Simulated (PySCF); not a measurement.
C₆H₁₄AlO₂, charge +1, singlet, geometry from GFN2-xTB (such geometries of metal compounds can be far from the true shape); PBE/3-21G (PySCF).

The PySCF input:
```python
from pyscf import gto, scf, dft

mol = gto.Mole()
mol.atom = '''
    Al    0.03802269    0.55687687    0.13647508
    O    -0.11812990    0.29306210    1.73920893
    C    -1.02107405   -0.48788119    2.52669907
    C    -0.86168865   -1.95091007    2.16960199
    C    -2.43139046    0.01880675    2.30475659
    H    -0.69928047   -0.30412560    3.55921822
    H    -1.08283585   -2.07012341    1.10157217
    H    -1.54682782   -2.57229217    2.73983995
    H     0.15630544   -2.28416372    2.35669519
    H    -2.51932207    1.05857236    2.61241351
    H    -2.65250310   -0.04771045    1.23016660
    H    -3.15828903   -0.57730232    2.85006801
    O     0.20934911    1.04292611   -1.41179525
    C     1.02897787    0.60363973   -2.49832986
    C     0.67212191   -0.82546728   -2.85001511
    C     2.48495359    0.76567404   -2.11250210
    H     0.76602410    1.28164678   -3.31965488
    H     0.84247241   -1.45021770   -1.96431019
    H     1.28948902   -1.19666849   -3.66350773
    H    -0.37381853   -0.90151325   -3.13741630
    H     2.71514149    1.80938106   -1.90955763
    H     2.66182224    0.18419763   -1.19671738
    H     3.14617235    0.39984245   -2.89355851
'''
mol.basis = '3-21g'
mol.charge = 1
mol.verbose = 4
mol.build()

mf = dft.RKS(mol)
mf.xc = 'pbe'
mf.kernel()
```

The log (banner, timings and long lists left out):

```
PySCF version 2.14.0

[INPUT] verbose = 4
[INPUT] num. atoms = 23
[INPUT] num. electrons = 78
[INPUT] charge = 1
[INPUT] spin (= nelec alpha-beta = 2S) = 0
[INPUT] symmetry False subgroup None
[INPUT] Mole.unit = angstrom
[INPUT] Symbol           X                Y                Z      unit          X                Y                Z       unit  Magmom
[...]
nuclear repulsion = 535.472485166601
number of shells = 75
number of NR pGTOs = 189
number of NR cGTOs = 113
basis = 3-21g
ecp = {}

******** <class 'pyscf.dft.rks.RKS'> ********
method = RKS
initial guess = minao
damping factor = 0
level_shift factor = 0
DIIS = <class 'pyscf.scf.diis.CDIIS'>
diis_start_cycle = 1
diis_space = 8
diis_damp = 0
SCF conv_tol = 1e-09
SCF conv_tol_grad = None
SCF max_cycles = 50
direct_scf = True
direct_scf_tol = 1e-13
XC library pyscf.dft.libxc version 7.1.2
    S. Lehtola, C. Steigemann, M. J. T. Oliveira, and M. A. L. Marques,  SoftwareX 7, 1–5 (2018)
XC functionals = pbe
    J. P. Perdew, K. Burke, and M. Ernzerhof,  Phys. Rev. Lett. 77, 3865 (1996)
    J. P. Perdew, K. Burke, and M. Ernzerhof,  Phys. Rev. Lett. 78, 1396 (1997)
    J. P. Perdew, K. Burke, and M. Ernzerhof,  Phys. Rev. Lett. 77, 3865 (1996)
    J. P. Perdew, K. Burke, and M. Ernzerhof,  Phys. Rev. Lett. 78, 1396 (1997)
radial grids:
    Treutler-Ahlrichs [JCP 102, 346 (1995); DOI:10.1063/1.469408] (M4) radial grids

becke partition: Becke, JCP 88, 2547 (1988); DOI:10.1063/1.454033
pruning grids: <function nwchem_prune>
grids dens level: 3
symmetrized grids: False
atomic radii adjust function: <function treutler_atomic_radii_adjust>
small_rho_cutoff = 0
Set gradient conv threshold to 3.16228e-05
Initial guess from minao.
tot grids = 269368
init E= -626.160829108707
[...]
cycle= 1 E= -625.374735192308  delta_E= 0.786  |g|= 1.15  |ddm|= 4.32
[...]
cycle= 2 E= -623.439241057905  delta_E= 1.94  |g|= 2.93  |ddm|= 3.81
[...]
cycle= 3 E= -625.629302959953  delta_E= -2.19  |g|= 0.428  |ddm|= 3.29
[...]
cycle= 4 E= -625.668718961498  delta_E= -0.0394  |g|= 0.172  |ddm|= 0.587
[...]
cycle= 5 E= -625.675903574708  delta_E= -0.00718  |g|= 0.0328  |ddm|= 0.189
[...]
cycle= 6 E= -625.676195839297  delta_E= -0.000292  |g|= 0.0112  |ddm|= 0.0489
[...]
cycle= 7 E= -625.676220943516  delta_E= -2.51e-05  |g|= 0.0034  |ddm|= 0.0122
[...]
cycle= 8 E= -625.676223305083  delta_E= -2.36e-06  |g|= 0.000967  |ddm|= 0.00278
[...]
cycle= 9 E= -625.676223534811  delta_E= -2.3e-07  |g|= 0.000231  |ddm|= 0.00103
[...]
cycle= 10 E= -625.676223545383  delta_E= -1.06e-08  |g|= 7.53e-05  |ddm|= 0.000278
[...]
cycle= 11 E= -625.676223546308  delta_E= -9.25e-10  |g|= 3.92e-05  |ddm|= 9.51e-05
[...]
cycle= 12 E= -625.676223546655  delta_E= -3.47e-10  |g|= 1.82e-06  |ddm|= 3.86e-05
[...]
Extra cycle  E= -625.676223546648  delta_E= 7.28e-12  |g|= 2.68e-06  |ddm|= 6.69e-06
converged SCF energy = -625.676223546648
```
